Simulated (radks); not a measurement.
The numbers below are computed, except where a source is named.
Ionisation of the rhodium ion Rh+, [Kr] 4d8, to Rh2+, [Kr] 4d7, under several functionals. Dirac Kohn-Sham, spin-unpolarised, spherical densities, finite nucleus; open shells fill j = l - 1/2 first; a radial shooting solver on a logarithmic mesh with Libxc functionals. Known Delta-SCF values: AM05 19.276 eV; OLYP 19.250 eV; Wu-Cohen GGA 19.303 eV. What does RPBE give, and what is its highest occupied eigenvalue?

Answer. 19.214 eV by Delta-SCF; the 4d5/2 eigenvalue is -13.302 eV. NIST: 18.080 eV (semi-empirical).

Beside tabulated values, note that spin-unpolarised runs miss the spin-polarisation part of the exchange energy of open shells.
